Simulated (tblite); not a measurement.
Start geometry of `NCCC[Si@@H](N)O[SiH3]` from a force field or distance geometry (Å):
```
atom  x, y, z in Å
N1    -4.008    0.145   -0.203
C2    -2.826   -0.070    0.547
C3    -1.547    0.195   -0.234
C4    -0.438   -0.078    0.703
Si5    1.260    0.142    0.084
N6     2.371   -0.136    1.475
O7     1.752   -0.909   -1.164
Si8    3.332   -0.390   -1.665
H9    -3.811    0.545   -1.137
H10   -4.615    0.836    0.353
H11   -2.812    0.662    1.384
H12   -2.776   -1.080    1.028
H13   -1.593   -0.501   -1.092
H14   -1.563    1.246   -0.616
H15   -0.598    0.617    1.591
H16   -0.585   -1.116    1.117
H17    1.558    1.516   -0.376
H18    2.178   -1.067    1.895
H19    3.359   -0.010    1.213
H20    4.397   -1.266   -1.140
H21    3.405   -0.187   -3.111
H22    3.548    0.925   -1.054
```

Task: What comes out of this run: GFN2-xTB geometry optimisation, gas phase in tblite 0.8.0?

Result: 
```
atom  x, y, z in Å
N1    -3.476    0.117   -0.952
C2    -2.573   -0.279    0.118
C3    -1.213    0.395   -0.060
C4    -0.198   -0.087    0.969
Si5    1.521    0.681    0.732
N6     2.558   -0.059    1.892
O7     2.146    0.330   -0.724
Si8    2.469   -0.634   -1.981
H9    -3.628    1.120   -0.925
H10   -4.377   -0.335   -0.841
H11   -2.963   -0.042    1.124
H12   -2.452   -1.365    0.056
H13   -0.851    0.182   -1.067
H14   -1.337    1.477    0.023
H15   -0.575    0.137    1.969
H16   -0.121   -1.174    0.904
H17    1.485    2.148    0.702
H18    2.328    0.003    2.869
H19    3.553    0.034    1.764
H20    2.699   -2.001   -1.514
H21    1.321   -0.575   -2.886
H22    3.674   -0.054   -2.572
```

The energy falls by 1.577 eV over 172 L-BFGS steps, the largest force on an atom goes from 2.71 to 0.010 eV/Å, and the atoms move by 1.123 Å rms after alignment. The bond that changes most is O7–Si8 (siloxane oxygen to oxygen-bound silicon), which shortens by 0.120 Å. Bonds longer at the end by more than 0.005 Å: 4 of 21; shorter: 15. Among the angles that change most is Si5–O7–Si8, from 106.8° to 154.6°. Among the dihedrals that turn most is H17–Si5–O7–Si8, from 46° to -162°. Rotational constants go from 3190, 521.5, 466.3 to 1764, 675.2, 522.8 MHz. The orientation of the end geometry is arbitrary; only internal coordinates are fixed.

GFN2-xTB frequencies show an imaginary mode (28i cm⁻¹), so the point is no minimum at that level. 3 starts were optimised and ended at 0.00, 1.05 and 1.09 kcal/mol (GFN2-xTB); the lowest of these is shown.

These are computed values.
